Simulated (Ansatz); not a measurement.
`FB(Cl)Cl` + `C[O][GeH2][C]#N` → `N#CB(F)Cl` + `C[O][GeH2][Cl]` at 700 K and 1 bar (redistribution).

Isolated molecules relaxed with PBE0-D4/def2-TZVP in Ansatz; ΔE leaves out vibrations. CCSD(T)/CBS adds triple-zeta CCSD(T) − MP2 to the extrapolated MP2 energy (def2 sets, frozen cores). This one scheme is used for every species. For Ge outer-core shells are correlated without core-valence functions, which leaves a few kJ/mol of doubt a bond. Scalar relativity is left out up to krypton. Each species was taken in one conformer, which may not be the lowest.

```csv
species,CCSD(T)/CBS energy (Eh),H − E (kJ/mol),S (J/(mol·K))
`FB(Cl)Cl`,-1044.28221,65.1,344.7
`C[O][GeH2][C]#N`,-2285.08390,249.6,473.0
`N#CB(F)Cl`,-677.20405,92.2,376.7
`C[O][GeH2][Cl]`,-2652.16457,222.9,453.0
```

H − E and S are ideal-gas, rigid-rotor, harmonic terms from PBE0-D4/def2-TZVP, for one conformer and one mirror image of each species. 1 Eh = 2625.50 kJ/mol, R = 8.31446 J/(mol·K).

Problem. By hand: ΔE, ΔH, ΔS and ΔG.

Solution. ΔE = (-677.20405) + (-2652.16457) − (-1044.28221) − (-2285.08390) = -0.00251 Eh = -6.6 kJ/mol. Δ(H − E) = 92.2 + 222.9 − 65.1 − 249.6 = 0.4, so ΔH = -6.2 kJ/mol. ΔS = 376.7 + 453.0 − 344.7 − 473.0 = 12.0 J/(mol·K). ΔG = -6.2 − 700 × (12.0)/1000 = -14.6 kJ/mol.

Problem. By hand: the equilibrium constant, and the temperature at which ΔG would vanish if ΔH and ΔS stayed fixed.

Solution. log₁₀ K = −ΔG/(RT ln 10) = 1.1. ΔH and −TΔS have one sign here, so there is no such temperature.

TΔS isn't small against ΔH here. A doubt of 5 kJ/mol in ΔE shifts log₁₀ K by 0.4 here. Other conformers and mirror images would add mixing entropy, several J/(mol·K) or more a flexible species. Modes under 60 cm⁻¹, often nearly free rotors, make the harmonic entropy too high. These are equilibria of isolated gas molecules and say nothing of rates. Largest T1 diagnostic: 0.014 (customary marks: 0.02 for closed shells, 0.045 for open ones).

ΔS is within the doubt of such terms, so its sign, and with it that verdict, could turn.
